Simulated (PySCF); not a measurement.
**Stretching KGe**

Set-up: K pcseg-1, Ge pcseg-1; no relativity (PySCF 2.14). Energies in eV from K + Ge in their ground configurations at the same level. All curves are PBE0. state 1: ⁴Σ⁻ (quartet), unpaired electrons σ ↑, π ↑↑; state 2: Ms = 0.5 determinant of mixed spin (⟨S²⟩ near 1.8), unpaired electrons σ ↓, π ↑↑, a second solution, started from another occupation; state 3: Ms = 0.5 determinant of mixed spin (⟨S²⟩ near 1.8), unpaired electrons σ ↑, π ↑↓, a mixture of terms (⟨Lz²⟩ = 2.0), a second solution, started from another occupation; state 4: ²Π (doublet), unpaired electrons π ↑, a second solution, started from another occupation.

```
R (Å)  state 1  state 2  state 3  state 4
2.642   -1.204   -0.656   -0.659   0.0711
2.765   -1.397   -0.846   -0.852  -0.2811
2.888   -1.501   -0.953   -0.958  -0.5160
2.980   -1.537   -0.994   -0.997  -0.6335
3.072   -1.547   -1.010   -1.009  -0.7125
3.164   -1.535   -1.009   -1.001  -0.7609
3.287   -1.497   -0.986   -0.969  -0.7889
3.441   -1.423   -0.937   -0.905  -0.7817
3.625   -1.314   -0.862   -0.807  -0.7330
3.871   -1.154   -0.751   -0.665  -0.6330
```

Question: Put a parabola through the three lowest points of the state 1 curve and estimate Re, k and ωe (reduced mass 25.51 u; 1 eV/Å² = 0.16022 mdyn/Å; ωe = 1302.8·√(k/μ) cm⁻¹).

Answer: Through R = 2.98, 3.072, 3.164 Å the second-order coefficient is 1.30 eV/Å², so Re ≈ 3.068 Å, k ≈ 0.416 mdyn/Å and ωe ≈ 166 cm⁻¹. A polynomial fit of higher order to the unrounded PBE0 energies gives Re = 3.063 Å, k = 0.397 mdyn/Å, ωe = 162 cm⁻¹; anharmonicity and rounding make the difference.

The higher-order fit for each curve: state 1: Re = 3.063 Å, ωe = 162 cm⁻¹, De = 1.55 eV; state 2: Re = 3.107 Å, ωe = 142 cm⁻¹, minimum 1.01 eV below the ground-state fragments; state 3: Re = 3.079 Å, ωe = 156 cm⁻¹, minimum 1.01 eV below the ground-state fragments; state 4: Re = 3.334 Å, ωe = 138 cm⁻¹, minimum 0.79 eV below the ground-state fragments.

⟨S²⟩ of the unrestricted solution departs from its pure value on part of the curve, where spin states mix. Spin–orbit coupling is left out. The state is the lowest determinant that a PBE0 search found; another state may lie lower at other levels.
